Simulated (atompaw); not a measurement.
**LDA (PW92) PAW (atompaw) dataset for N, scalar-relativistic all-electron reference.**

atompaw 4.2.0.5 input, output lines left out:

```
N 7
LDA-PW scalarrelativistic loggrid 1500 logderivrange -7 5 301
2 2 0 0 0 0
2 1 0
0 0 0
c
v
v
1
1.85 1.55 1.55 1.55
y
-1.05
n
y
-3
n
modrrkj vanderbiltortho sinc
2 0 troulliermartins
1.05
1.05
1.85
1.85
```

- Cutoffs needed: 15 Ry and 40 Ry (the cutoffs (Ry, on a coarse ladder) from which the occupation-weighted sum of valence levels, in a spherical-Bessel basis at the reference potential, stays within 10 and 1 mRy of its value at 400 Ry)
- Ghost test: no extra level below or beside the all-electron valence levels (s, p, d, f tested) (spherical-Bessel basis up to 400 Ry, 20 bohr box)
- Lowest eigenvalue of the overlap operator: 0.00 (s channel)
- Overlap eigenvalues printed by atompaw (projector basis): 0.0114, 2.01, 3.66, 35.1
- Share of each valence orbital outside the PAW sphere: 2s 7 %, 2p 6 %
